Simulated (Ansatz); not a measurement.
The cluster Co6⁻, relaxed as a multiplicity 12 with UKS r2SCAN-D4/def2-SVPD in Ansatz, starting from the GFN2-xTB geometry. Force threshold 0.02 eV/Å.

The charge -1 multiplicity 12 is spin-contaminated (final ⟨S²⟩ up to 36.68, 35.75 for a pure state). The highest occupied level of the charge -1 multiplicity 12 lies above zero (up to 0.63 eV). The electron is either unbound and held by the finite basis, or the level is raised by self-interaction error. The structure comes from a short search, and lower isomers may exist.

Start:

Cartesian coordinates in Å:
```
Co 1.7278 0.6170 -0.1784
Co -0.4819 -0.9469 1.4877
Co 1.6526 -0.4966 1.7079
Co -1.2531 0.3783 -1.2897
Co -2.2815 -0.8057 0.2425
Co 0.6360 1.2540 -1.9700
```

**Question.** Estimate the energy that the relaxation releases and the steps that it takes.

**Answer.** 2.38 eV, in 8 steps; 12 min on 4 threads of Arm Neoverse V2 on a shared host. The force fell under the threshold at step 7, but the optimiser went on. No frequencies were taken in this run, so the end may be a saddle point.

**Question.** Does the start keep its bonding and symmetry?

**Answer.** By distances, no bond broke or formed, bridged metal pairs apart. The bond that changes most is Co1–Co4, from 3.19 to 2.37 Å (atoms count from 1). Metal–metal contacts that move far: Co1–Co4 3.19 to 2.37 Å, Co1–Co2 3.18 to 2.37 Å. Point group D3h at the start, C3v at the end, both within 0.05 Å.

**Question.** Predict the relaxed structure.

**Answer.** 
```csv
atom,x (Å),y (Å),z (Å)
Co1,1.221,0.676,-0.014
Co2,-0.423,-0.489,1.237
Co3,1.737,-0.717,1.616
Co4,-0.995,0.501,-0.841
Co5,-2.249,-1.033,0.127
Co6,0.709,1.062,-2.124
```
Bond lengths (bridged metal pairs left out): 9 × Co–Co 2.21 to 2.37 Å.
